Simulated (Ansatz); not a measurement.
One change: `CN(C)[Si]O` becomes `CN(C)N`.

Ansatz, PBE0-D4/def2-TZVP geometries, multiplicity 1. Each molecule was computed in one conformer, which needn't be the lowest.

```json
{"property": "HOMO–LUMO gap (PBE0/def2-TZVPP) / eV", "`CN(C)[Si]O`": "5.99"}
{"property": "LUMO energy (PBE0/def2-TZVPP) / eV", "`CN(C)[Si]O`": "-0.65"}
{"property": "LUMO energy (ωB97M-V/def2-TZVPP) / eV", "`CN(C)[Si]O`": "1.26"}
{"property": "HOMO energy (PBE0/def2-TZVPP) / eV", "`CN(C)[Si]O`": "-6.64"}
{"property": "LUMO energy (B3LYP/def2-TZVPP) / eV", "`CN(C)[Si]O`": "-0.84"}
{"property": "size of the dipole moment (B3LYP/def2-TZVPP) / D", "`CN(C)[Si]O`": "3.13"}
```

Task: Give the same properties after the change, and the shifts. (Estimate.)

Result: Ansatz gave: 
```
                                        property  `CN(C)N`  shift
            HOMO–LUMO gap (PBE0/def2-TZVPP) / eV      7.38   1.39
              LUMO energy (PBE0/def2-TZVPP) / eV      0.99   1.64
           LUMO energy (ωB97M-V/def2-TZVPP) / eV      2.42   1.16
              HOMO energy (PBE0/def2-TZVPP) / eV     -6.39   0.25
             LUMO energy (B3LYP/def2-TZVPP) / eV      0.64   1.48
size of the dipole moment (B3LYP/def2-TZVPP) / D      1.50  -1.63
```

With PBE0 the HOMO rises by 0.25 eV and the LUMO rises by 1.64 eV, so the gap widens by about 1.39 eV. PBE moves the HOMO by 0.56 eV and ωB97M-V by 0.05 eV. Dipoles are sizes alone; their direction can turn.

B3LYP here is the variant with VWN-RPA as its local correlation; programs differ in this.
